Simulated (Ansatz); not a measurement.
Compare A (`CC1CCC(=O)O1`) with its isomer B (`CC(=O)CC(C)=O`).

Isolated molecules relaxed with PBE0-D4/def2-TZVP in Ansatz; ΔE leaves out vibrations. CBS: MP2 limit from def2 TZ/QZ plus the TZ coupled-cluster correction, frozen cores. Functionals use def2-TZVPP. Each species was taken in one conformer, which may not be the lowest.

Which isomer does CCSD(T)/CBS put lower? Give the gap. (Best estimate.)

Computed: A, by 12.4 kcal/mol.

Give E(B) − E(A) in kcal/mol with B2PLYP, CCSD(T)/def2-TZVPP, PBE0-D4, ωB97M-V, MP2/def2-TZVPP, CCSD/def2-TZVPP, HF/def2-TZVPP. (Estimate.)

Computed: B2PLYP 10.3, CCSD(T)/def2-TZVPP 12.5, PBE0-D4 14.7, ωB97M-V 12.8, MP2/def2-TZVPP 13.7, CCSD/def2-TZVPP 12.6, HF/def2-TZVPP 9.4. None reverses the order clearly.

Largest T1 diagnostic: 0.015.

From PBE to PBE0 (25 % exact exchange), in def2-TZVPP and without D4, E(B) − E(A) moves by +3.3 kcal/mol. In def2-TZVPP, CCSD(T) changes the Hartree–Fock value by +3.1 kcal/mol (the triples alone add −0.1 kcal/mol) and MP2 by +4.4 kcal/mol.
